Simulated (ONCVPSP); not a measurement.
## holmium (Ho), ONCV: configuration errors across variants

```json
{"Element": "Ho (Z = 67)", "Generator": "ONCVPSP 4.0.1", "Type": "optimised norm-conserving Vanderbilt (ONCV)", "Functional": "PBE", "Relativity": "scalar-relativistic", "Frozen core": "[Kr] 4d10 4f10", "Valence charge": "11", "Reference configuration": "5s2 5p6 5d1 6s2", "Partial waves": "5s+6s: rc 1.85 bohr, ncon 4, nbas 7, qcut 8 1/bohr, 2 projectors; 5p: rc 1.55 bohr, ncon 4, nbas 7, qcut 5.3 1/bohr, 1 projector; 5d: rc 2.10 bohr, ncon 5, nbas 10, qcut 5.2 1/bohr, 2 projectors, debl 0.6 Ha", "Local potential": "polynomial inside 1.35 bohr (lpopt 5, dvloc0 0 Ha)", "Core correction": "none"}
```

All-electron excitation energies from the reference (eV): (1) 5s2 5p6 5d1 6s1 6.942; (2) 5s2 5p6 5d1 6s0 19.539; (3) 5s2 5p6 5d2 6s0 8.632.

2 further variants failed, have other tests or too few solved ones, and are left out.

Errors AE − PS in meV (a dash: test not solved or not reliable):

| change | (1) | (2) | (3) | bound ghosts | GHOST(+) flags above zero |
| --- | --- | --- | --- | --- | --- |
| base | +1.6 | +23 | +10 | none | s |
| p: qcut 7.7 | +1.7 | +23 | +11 | none | s |
| p: qcut 4 | +1.6 | +23 | +9.7 | none | s |
| d: debl 0.2 | +1.6 | +23 | +10 | none | s |
| s: nbas 8 | +1.6 | +23 | +10 | none | s |
| local potential polynomial inside 1.35 bohr (lpopt 5, dvloc0 3.5 Ha) | +1.6 | +23 | +10 | none | s |

Question: Give the same row for: p: nproj 2.

Answer: +1.6, +23, +10.0; bound ghosts: none; GHOST(+) flags above zero: s.
